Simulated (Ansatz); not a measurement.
Reaction (isomerisation): `B[AsH]C[SiH3]` → `[SiH3]CB[AsH2]`

Gas-phase electronic energies from Ansatz, PBE0-D4/def2-TZVP geometries. CBS: MP2 limit from def2 TZ/QZ plus the TZ coupled-cluster correction, frozen cores. Functionals use def2-TZVPP. For As outer-core shells are correlated without core-valence functions, which leaves a few kJ/mol of doubt a bond. Scalar relativity is left out up to krypton. Each species was taken in one conformer, which may not be the lowest.

(1) Is it downhill or uphill in electronic energy at CCSD(T)/CBS, and by how much? (Best estimate.)

(2) What do these levels give: PBE-D4, PBE0-D4, ωB97X-V, ωB97M-V, B2PLYP, HF/def2-QZVPP? (Best estimate.)

Largest T1 diagnostic among the species: 0.014.

Answers

(1) The calculation gave: Downhill: ΔE = -11.4 kcal/mol.

(2) Computed: PBE-D4 -12.7, PBE0-D4 -12.8, ωB97X-V -12.2, ωB97M-V -12.6, B2PLYP -11.9, HF/def2-QZVPP -11.9 kcal/mol.
